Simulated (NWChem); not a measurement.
System: C₂H₂BrCl; SMILES C=C(Cl)Br

Computed with NWChem. The geometry was optimised at PBE0/def2-SVP. Level: PBE0/def2-SVP with SMD (1 M gas to 1 M solution), gas-phase geometry.

Task: What does the run give for solvent ethylene glycol? Quantities: solvation free energy (kcal/mol); cavity-dispersion-structure term (kcal/mol); dipole in solution (D).

Result: 
- solvation free energy (kcal/mol) = -1.3
- cavity-dispersion-structure term (kcal/mol) = 0.4
- dipole in solution (D) = 1.75
